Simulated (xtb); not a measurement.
tetrasilane (H₁₀Si₄), singlet, at a GFN2-xTB geometry; xtb with GFN1-xTB.

The xtb input:
```
$ xtb mol.xyz --gfn 1 --chrg 0 --uhf 0 --json

# file mol.xyz
14

Si     2.12583184    -0.97992047     0.95213831
Si     1.08981859     0.98375056     0.30426897
Si    -0.75044984     0.70364371    -1.09076116
Si    -2.44442748    -0.60418660    -0.21378814
H      3.28463556    -0.80359186     1.82955270
H      1.19310244    -1.85202856     1.67198931
H      2.60001803    -1.74488376    -0.20450490
H      2.07880162     1.89236712    -0.29930356
H      0.65736030     1.72312849     1.50366285
H     -0.28813097     0.11273720    -2.35935737
H     -1.29524875     2.00357968    -1.51659198
H     -2.96034576    -0.04672178     1.03956982
H     -3.60309509    -0.77983848    -1.09151795
H     -1.95792107    -1.95076868     0.10048935
```

Q: Predict the main parts of the log of this xtb run.

A: 
```
   ID    Z sym.   atoms
    1   14 Si     1-4
    2    1 H      5-14

           -------------------------------------------------
          |                Calculation Setup                |
           -------------------------------------------------

           -------------------------------------------------
          |                 G F N 1 - x T B                 |
           -------------------------------------------------

          ...................................................
          :                      SETUP                      :
          :.................................................:
          :  # basis functions                  60          :
          :  # atomic orbitals                  56          :
          :  # shells                           32          :
          :  # electrons                        26          :
          :  # halogen bonds                     0          :
          :  max. iterations                   250          :
          :  Hamiltonian                  GFN1-xTB          :
          :  restarted?                      false          :
          :  GBSA solvation                  false          :
          :  PC potential                    false          :
          :  electronic temp.          300.0000000     K    :
          :  accuracy                    1.0000000          :
          :  -> integral cutoff          0.2500000E+02      :
          :  -> integral neglect         0.1000000E-07      :
          :  -> SCF convergence          0.1000000E-05 Eh   :
          :  -> wf. convergence          0.2000000E-04 e    :
          :  Broyden damping             0.4000000          :
          :  net charge                          0          :
          :  unpaired electrons                  0          :
          ...................................................

 iter      E             dE          RMSdq      gap      omega  full diag
   1    -12.8466096 -0.128466E+02  0.479E+00    3.97       0.0  T
   2    -12.8810938 -0.344842E-01  0.265E+00    3.60       1.0  T
   3    -12.8834329 -0.233916E-02  0.580E-01    3.37       1.0  T
   4    -12.8846382 -0.120522E-02  0.112E-01    3.44       1.0  T
   5    -12.8847854 -0.147238E-03  0.295E-02    3.44       1.0  T
   6    -12.8847891 -0.369019E-05  0.146E-02    3.44       1.8  T
   7    -12.8847897 -0.632319E-06  0.134E-03    3.44      19.9  T
   8    -12.8847897 -0.106060E-07  0.199E-04    3.44     134.0  T
[...]
         :: total energy             -12.773257915480 Eh    ::
[...]
     3Si    0.08863 -0.08161   1.342  2.130  0.440
     4Si    0.18515 -0.06831   1.332  2.050  0.433
     5H    -0.05477  0.03008   1.055  0.000  0.000
     6H    -0.06025  0.02459   1.060  0.000  0.000
     7H    -0.05943  0.02537   1.059  0.000  0.000
     8H    -0.04774  0.03689   1.048  0.000  0.000
     9H    -0.05159  0.03300   1.052  0.000  0.000
    10H    -0.05159  0.03300   1.052  0.000  0.000
    11H    -0.04774  0.03689   1.048  0.000  0.000
    12H    -0.05943  0.02537   1.059  0.000  0.000
    13H    -0.05477  0.03008   1.055  0.000  0.000
    14H    -0.06025  0.02459   1.060  0.000  0.000

Wiberg/Mayer (AO) data.
largest (>0.10) Wiberg bond orders for each atom

 ---------------------------------------------------------------------------
     #   Z sym  total        # sym  WBO       # sym  WBO       # sym  WBO
 ---------------------------------------------------------------------------
     1  14 Si   3.976 --     2 Si   1.028     7 H    0.910     6 H    0.908
                             5 H    0.908     3 Si   0.107
     2  14 Si   4.143 --     1 Si   1.028     3 Si   0.997     9 H    0.878
                             8 H    0.877     4 Si   0.107
     3  14 Si   4.143 --     4 Si   1.028     2 Si   0.997    10 H    0.878
                            11 H    0.877     1 Si   0.107
     4  14 Si   3.976 --     3 Si   1.028    12 H    0.910    14 H    0.908
                            13 H    0.908     2 Si   0.107
     5   1 H    0.989 --     1 Si   0.908
     6   1 H    0.989 --     1 Si   0.908
     7   1 H    0.989 --     1 Si   0.910
     8   1 H    0.989 --     2 Si   0.877
     9   1 H    0.989 --     2 Si   0.878
    10   1 H    0.989 --     3 Si   0.878
    11   1 H    0.989 --     3 Si   0.877
    12   1 H    0.989 --     4 Si   0.910
    13   1 H    0.989 --     4 Si   0.908
    14   1 H    0.989 --     4 Si   0.908
 ---------------------------------------------------------------------------

Topologies differ in total number of bonds
Writing topology from bond orders to xtbtopo.mol

 dipole moment from electron density (au)
     X       Y       Z
   0.0061   0.0302  -0.0141  total (Debye):    0.086

           -------------------------------------------------
          | TOTAL ENERGY              -12.773257915480 Eh   |
          | GRADIENT NORM               0.007960395810 Eh/α |
          | HOMO-LUMO GAP               3.440139440563 eV   |
           -------------------------------------------------

normal termination of xtb
```
